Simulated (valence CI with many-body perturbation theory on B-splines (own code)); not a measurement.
# Energy levels of La42+

Computed by valence CI with perturbative core correlation (CI+MBPT): five valence electrons over a frozen Dirac-Fock core [Ne], a basis of 9 s, 9 p, 8 d, 6 f, 3 g, 1 h functions for each j, with the one-electron correlation potential Σ1, the two-electron term Σ2, the three-electron term Σ3, Breit, model QED; selected CI, second order for the rest (own B-spline code, finite nucleus).

The last digits are not significant, and no measured levels were compared; by estimate large intervals hold to a few tenths of a per cent, small ones and those within an open d or f shell to about a per cent. Among the levels kept, up to 630 cm⁻¹ of a level comes from second order outside the variational space, and about a tenth of that is noise between levels of different J, which matters for small intervals.

Levels 1 to 45 of 50, with energies above the lowest level, (3s^2 3p1/2^2 3p3/2) J=3/2. "Leading %" is the weight of the configuration and term that name the level; weights of strongly mixed levels are sums over their largest components and can fall short. In the jj column 3d3/2^4 stands for four electrons in 3d with j = 3/2. Lifetimes count E1, E2, E3, M1 and M2 decay at the calculated energies, and are blank where another channel may lead or the interval is too uncertain; long ones can be off by a factor of two.

```tsv
No.	Configuration	Term	J	E (× 10³ cm⁻¹)	Leading %	g	Leading jj	Lifetime
1	3s2 3p3	2P°	3/2	0.00	45	1.384	3s^2 3p1/2^2 3p3/2 (98 %)	
2	3s2 3p3	4S°	3/2	753.84	53	1.443	3s^2 3p1/2 3p3/2^2 (98 %)	117 ns
3	3s2 3p3	2D°	5/2	824.45	98	1.193	3s^2 3p1/2 3p3/2^2 (98 %)	630 ns
4	3s2 3p3	2P°	1/2	911.72	98	0.656	3s^2 3p1/2 3p3/2^2 (98 %)	162 ns
5	3s2 3p2 3d	4F	3/2	1316.5	36	0.782	3s^2 3p1/2^2 3d3/2 (96 %)	300 ps
6	3s2 3p2 3d	2D	5/2	1539.4	20	1.286	3s^2 3p1/2^2 3d5/2 (74 %)	41.7 ps
7	3s2 3p3	2P°	3/2	1675.8	53	1.288	3s^2 3p3/2^3 (97 %)	55.5 ns
8	3s 3p4	4P	5/2	1721.9	54	1.393	3s 3p1/2^2 3p3/2^2 (69 %)	9.80 ps
9	3s 3p4	2S	1/2	1867.4	49	2.171	3s 3p1/2^2 3p3/2^2 (83 %)	8.82 ps
10	3s 3p4	2D	3/2	1872.4	28	1.153	3s 3p1/2^2 3p3/2^2 (70 %)	5.65 ps
11	3s2 3p2 3d	2F	5/2	2064.4	47	0.958	3s^2 3p1/2 3p3/2 3d3/2 (97 %)	364 ps
12	3s2 3p2 3d	4F	3/2	2074.6	31	0.925	3s^2 3p1/2 3p3/2 3d3/2 (92 %)	27.5 ps
13	3s2 3p2 3d	4D	1/2	2078.6	78	0.215	3s^2 3p1/2 3p3/2 3d3/2 (98 %)	226 ps
14	3s2 3p2 3d	2G	7/2	2132.9	42	1.061	3s^2 3p1/2 3p3/2 3d3/2 (93 %)	6.12 μs
15	3s2 3p2 3d	4D	7/2	2256.5	47	1.306	3s^2 3p1/2 3p3/2 3d5/2 (99 %)	3.17 ns
16	3s2 3p2 3d	2P	3/2	2271.1	35	1.436	3s^2 3p1/2 3p3/2 3d5/2 (77 %)	115 ps
17	3s2 3p2 3d	4P	5/2	2293.5	29	1.193	3s^2 3p1/2 3p3/2 3d3/2 (46 %)	2.44 ps
18	3s2 3p2 3d	2D	5/2	2321.4	42	1.215	3s^2 3p1/2 3p3/2 3d5/2 (52 %)	3.92 ps
19	3s2 3p2 3d	2G	9/2	2331.0	56	1.201	3s^2 3p1/2 3p3/2 3d5/2 (98 %)	8.59 μs
20	3s2 3p2 3d	2D	3/2	2344.2	24	1.240	3s^2 3p1/2 3p3/2 3d3/2 (76 %)	968 fs
21	3s2 3p2 3d	2P	1/2	2346.1	39	1.652	3s^2 3p1/2 3p3/2 3d3/2 (85 %)	1.31 ps
22	3s2 3p2 3d	2F	7/2	2468.1	46	1.094	3s^2 3p1/2 3p3/2 3d5/2 (87 %)	6.84 ps
23	3s2 3p2 3d	2D	5/2	2484.7	37	1.196	3s^2 3p1/2 3p3/2 3d5/2 (77 %)	3.04 ps
24	3s2 3p2 3d	2D	3/2	2503.7	52	1.011	3s^2 3p1/2 3p3/2 3d5/2 (74 %)	7.77 ps
25	3s2 3p2 3d	2P	1/2	2517.8	41	1.354	3s^2 3p1/2 3p3/2 3d5/2 (79 %)	5.30 ps
26	3s 3p4	4P	3/2	2589.1	36	1.272	3s 3p1/2 3p3/2^3 (53 %)	3.74 ps
27	3s 3p4	2D	5/2	2660.4	58	1.268	3s 3p1/2 3p3/2^3 (67 %)	3.68 ps
28	3s 3p4	2P	3/2	2783.5	45	1.159	3s 3p1/2 3p3/2^3 (72 %)	1.88 ps
29	3s 3p4	2P	1/2	2783.6	37	1.286	3s 3p1/2 3p3/2^3 (60 %)	1.99 ps
30	3s 3p3 3d	6D°	5/2	2972.6	28	1.314	3s 3p1/2^2 3p3/2 3d3/2 (89 %)	59.8 ps
31	3s 3p3 3d	6D°	3/2	2984.9	34	1.357	3s 3p1/2^2 3p3/2 3d3/2 (91 %)	39.3 ps
32	3s 3p3 3d	6D°	1/2	2991.5	42	2.616	3s 3p1/2^2 3p3/2 3d3/2 (90 %)	68.9 ps
33	3s 3p3 3d	6D°	7/2	3015.5	29	1.336	3s 3p1/2^2 3p3/2 3d3/2 (77 %)	78.4 ps
34	3s2 3p2 3d	2D	5/2	3078.3	32	1.191	3s^2 3p3/2^2 3d3/2 (80 %)	1.52 ps
35	3s2 3p2 3d	2F	7/2	3082.5	45	1.225	3s^2 3p3/2^2 3d3/2 (53 %)	3.24 ps
36	3s2 3p2 3d	2P	1/2	3088.1	39	1.359	3s^2 3p3/2^2 3d3/2 (71 %)	1.24 ps
37	3s2 3p2 3d	2D	3/2	3088.2	25	1.179	3s^2 3p3/2^2 3d3/2 (77 %)	1.17 ps
38	3s2 3p2 3d	2F	7/2	3115.6	63	1.121	3s^2 3p3/2^2 3d5/2 (57 %)	4.77 ps
39	3s 3p3 3d	4F°	3/2	3120.0	29	0.975	3s 3p1/2^2 3p3/2 3d3/2 (69 %)	9.48 ps
40	3s2 3p2 3d	4F	9/2	3121.5	56	1.231	3s^2 3p3/2^2 3d5/2 (97 %)	100 ns
41	3s2 3p2 3d	2S	1/2	3138.5	37	1.550	3s^2 3p3/2^2 3d5/2 (77 %)	18.0 ps
42	3s 3p3 3d	6D°	9/2	3167.6	43	1.393	3s 3p1/2^2 3p3/2 3d5/2 (93 %)	68.6 ps
43	3s2 3p2 3d	2D	3/2	3205.6	63	0.892	3s^2 3p3/2^2 3d3/2 (83 %)	1.65 ps
44	3s 3p3 3d	4G°	5/2	3221.6	31	0.863	3s 3p1/2^2 3p3/2 3d3/2 (82 %)	4.61 ps
45	3s 3p3 3d	4D°	1/2	3244.6	48	0.574	3s 3p1/2^2 3p3/2 3d3/2 (84 %)	4.09 ps
```

The ionisation energy to 3s2 3p2 3P_0 of the next ion comes out as 3224.5 eV (NIST: 3222 ± 4 eV (theoretical)). All 50 levels together are meant to be complete up to 3386.4 × 10³ cm⁻¹.
